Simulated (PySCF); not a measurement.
Species: C₄H₁₂Si₂.
Cartesian coordinates in Å at the GFN2-xTB level; atoms count from 1:
```
atom  x, y, z in Å
Si1    2.9351    0.1439    0.1670
Si2    0.9473   -0.9284    0.6509
C3    -0.3988   -0.4198   -0.5943
C4    -1.8406   -0.7588   -0.1714
C5    -2.0642    0.7172    0.1785
C6    -0.7646    1.0755   -0.5527
H7     4.0487   -0.7965    0.0233
H8     3.3285    1.0860    1.2192
H9     2.8874    0.9217   -1.0756
H10    0.4490   -0.6035    1.9979
H11    1.0177   -2.3984    0.6087
H12   -0.1416   -0.7781   -1.5940
H13   -2.4607   -1.0944   -1.0022
H14   -1.9498   -1.4645    0.6507
H15   -2.0077    0.9055    1.2493
H16   -2.9749    1.1695   -0.2110
H17   -0.9399    1.4984   -1.5416
H18   -0.0797    1.7310   -0.0145
```

NICS = −σ at a ghost point: NICS(0) at the centroid of the ring atoms, NICS(1) 1 Å to either side along the normal of their mean plane, zz for the tensor component along that normal. Level: GIAO PBE0/pcSseg-1 (PySCF, non-relativistic, gas phase) on the GFN2-xTB geometry, one conformer.

Ring bond lengths (Å), with Mayer bond orders in brackets: C3–C4 1.540 (1.01), C4–C5 1.533 (1.04), C5–C6 1.534 (1.04), C6–C3 1.540 (1.01).

What do the NICS probes read (ppm)?

| ring | type | NICS(0) | NICS(1), two faces | NICS(1)zz, two faces | rms pucker (Å) | centre to ring atoms, mean (Å) |
| --- | --- | --- | --- | --- | --- | --- |
| C3–C4–C5–C6 | 4-membered carbocycle; formal bonds all single | 0.9 | 0.6 / -0.2 | 4.1 / 4.2 | 0.09 | 1.08 |

What do they say, and how far can they be read as aromaticity?

- C3–C4–C5–C6: mean NICS(1)zz 4.2 ppm, deshielded. C3, C4, C5, C6 have four or more neighbours, so the value isn't read as a sign of a π ring current.

What are the shieldings of the ring atoms and their hydrogens in the same run (means over atoms taken as equivalent)?

```csv
atoms,environment,σ isotropic (ppm),"principal values of the symmetric part, first atom (ppm)"
C3,sp3 carbon bound to silicon,170.8,"154.0, 172.0, 186.5"
C4 (×2),four-membered-ring carbon,161.4,"145.8, 156.6, 178.9"
C5,four-membered-ring carbon,167.5,"153.1, 165.6, 183.9"
H12,methine hydrogen,29.83,"25.6, 28.9, 34.9"
H13 (×2),methylene hydrogen,29.17,"26.1, 26.6, 34.7"
H14 (×2),methylene hydrogen,30.03,"25.9, 28.2, 35.6"
H15,methylene hydrogen,29.41,"26.2, 27.7, 34.3"
H16,methylene hydrogen,29.71,"26.2, 26.3, 36.7"
```

On one thread, Arm Neoverse V2 (shared host), this took 18 s of wall time. This is the whole shielding run at PBE0/pcSseg-1, SCF included.
